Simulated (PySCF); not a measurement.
**Simulated characterisation data**

- PBE0/pcSseg-1 with gauge-including orbitals
- structure optimised with GFN2-xTB
- program: PySCF
- a single conformation, isolated molecule, rapidly exchanging positions averaged, relativity neglected

Scale: TMS for 1H (σ = 31.72 ppm), 13C (σ = 186.93 ppm) (reference shieldings calculated alike). Where no couplings were computed, multiplicities follow the n + 1 count of equivalent neighbours, and m marks all less simple cases (inequivalent or close neighbours, rings, F or P nearby). Acid and N–H amide carbonyl carbons lie up to 10 ppm further downfield in solution (hydrogen bonding). Shifts are as computed. Against solution values, carbons near 30 ppm lie about +3 ppm off and those near 130 ppm about +5 ppm. Of 1309 compounds with measured shifts, 239 miss one by over three times the rms of a fit or turn the order of signals round; such compounds aren't used in these exercises. OH and NH positions are gas-phase values without hydrogen bonding to other molecules.

Compound 1 (C$_{5}$H$_{9}$NO$_{2}$Si). 1H NMR (600 MHz, computed): δ 8.19 (s, 1H), 5.13 (s, 3H), 2.92 (q, 2H), 1.39 (t, 3H). 13C{1H} NMR (computed): δ 161.8, 148.1, 146.3, 22.4, 14.8. Structure: SMILES CCc1nocc1O[SiH3].

Compound 2 (C$_{6}$H$_{7}$NO$_{2}$Si). 1H NMR (600 MHz, computed): δ 12.23 (d, 1H), 7.81 (d, 1H), 7.25 (m, 1H), 4.81 (m, 1H), 2.37 (s, 3H). 13C{1H} NMR (computed): δ 242.9 (CH), 198.1 (C), 154.2 (CH), 135.6 (CH), 121.8 (C), 34.3 (CH3). Structure: `CC(=O)/C=C/[Si@@H](C#N)C=O`.

Compound 3 (C$_{5}$H$_{9}$NO$_{2}$Si). 1H NMR (600 MHz, computed): δ 5.61 (m, 1H), 4.95 (m, 1H), 4.93 (m, 1H), 4.83 (br s, 1H), 2.44 (br s, 1H), 1.71 (d, 1H), 1.36 (d, 3H). 13C{1H} NMR (computed): δ 183.3 (C), 89.4 (C), 77.6 (CH), 34.3 (CH), 26.0 (CH3). Structure: `N([C@H](C#C)C)C(=O)[SiH2]O`.
